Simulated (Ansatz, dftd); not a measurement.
Species: BHSeCl, charge 0, doublet. BHSeCl (SMILES Cl[B][SeH], doublet).
B3LYP-D3(BJ)/def2-TZVP minimum from Ansatz (a quantum-chemistry and plane-wave program):
```
B
Cl 1 1.7280
Se 1 1.9176 2 124.91
H 3 1.4725 1 94.84 2 180.00
```
Charge 0, spin multiplicity 2.

Property: atomisation energy (electronic, to ground-state atoms), in kcal/mol. UHF or UKS for unpaired electrons; spin-orbit terms are left out. Cores are frozen in correlated methods (noble-gas shells, and filled d and f shells in the p block). No relativity. CBS(X,Y): correlation extrapolated as X^-3, Hartree-Fock from the larger set. A bracket is a step between two methods taken in the basis named. Double hybrids freeze cores in their MP2 part. Where a partner has so few electrons that a lower coupled-cluster level is exact, that level stands in.

```json
[
 {"level": "B3LYP-D4/def2-TZVPD", "program": "Ansatz + dftd4", "atomisation energy (kcal/mol)": "260.2", "difference against the last row": "2.3"},
 {"level": "B2PLYP-D4/def2-TZVPD", "program": "Ansatz + dftd4", "atomisation energy (kcal/mol)": "257.3", "difference against the last row": "-0.6"},
 {"level": "MP2/def2-TZVPP", "program": "Ansatz", "atomisation energy (kcal/mol)": "258.3", "difference against the last row": "0.4"},
 {"level": "CCSD(T)/CBS(def2-TZVPP,def2-QZVPP)", "program": "Ansatz", "atomisation energy (kcal/mol)": "257.3", "difference against the last row": "-0.6"},
 {"level": "CCSDT(Q)/def2-SVP", "program": "Ansatz", "atomisation energy (kcal/mol)": "242.8", "difference against the last row": "-15.1"},
 {"level": "CCSD(T)/CBS(def2-TZVPP,def2-QZVPP) + [CCSDT(Q) - CCSD(T)]/def2-SVP", "program": "Ansatz", "atomisation energy (kcal/mol)": "257.9", "difference against the last row": "0.0"}
]
```
